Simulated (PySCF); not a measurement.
H4PSi, SMILES [SiH3][PH], multiplicity 2. Atoms are numbered in the order given.

```xyz
6

Si     0.0018    -1.0419     0.0000
P     -0.0940     1.1956     0.0000
H      0.7179    -1.5263     1.2074
H     -1.3750    -1.5915     0.0000
H      0.7179    -1.5263    -1.2074
H      1.3237     1.2963     0.0000
```
Charge 0, spin multiplicity 2.

Coordinates come from a ωB97X-D3(BJ)/def2-TZVP optimisation. The isomer is the one that the SMILES or the coordinates give; other isomers of the formula were not compared.

All values below come from M06-2X/def2-TZVPD in PySCF.

Isolated molecule, no solvent.

**Question.** Estimate the frontier levels, dipole moment and polarisability. (An estimate is asked for; the answer gives what the named calculation found.)

**Answer.** 
```
Quantity                                                                                                        Result
---------------------------------------------------------------------------------------------  -----------------------
α spin, highest occupied and lowest empty level                                                      -8.02 and 0.45 eV
β spin, highest occupied and lowest empty level                                                     -8.75 and -2.67 eV
dipole moment                                                                                                   0.62 D
quadrupole, principal values (traceless, Buckingham form, about the centre of nuclear charge)    -2.30, 0.43, 1.87 D·Å
mean static polarisability                                                                        58.0 bohr³ (8.59 Å³)
polarisability, principal values                                                                49.9, 51.8, 72.2 bohr³
⟨S²⟩                                                                                           0.755 (pure state 0.75)
```
